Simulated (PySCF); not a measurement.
C2H3O, SMILES [CH2]C=O, multiplicity 2. Geometry: PBE-D3(BJ)/def2-TZVP. The isomer is the one that the SMILES or the coordinates give; other isomers of the formula were not compared.

All values below come from PySCF with PBE-D3(BJ)/def2-TZVP.

Harmonic wavenumbers (cm⁻¹): 404, 489, 717, 939, 948, 1137, 1350, 1423, 1529, 2840, 3073, 3188. Rotational constants (GHz): 66.66, 11.35, 9.697; symmetry number 1.

Problem. Work out the zero-point energy and the ideal-gas rigid-rotor harmonic-oscillator thermochemistry at 298.15 K and 1 atm.

Solution. ZPE = ½ Σ hcν = ½ × 18037 cm⁻¹ = 25.79 kcal/mol. H − E(el) = 28.64 kcal/mol. Entropy in cal/(mol K): translation 37.21, rotation 21.31, vibration 2.26, spin 1.38, total 62.15. G − E(el) = 10.11 kcal/mol. Cp = 12.91 cal/(mol K).
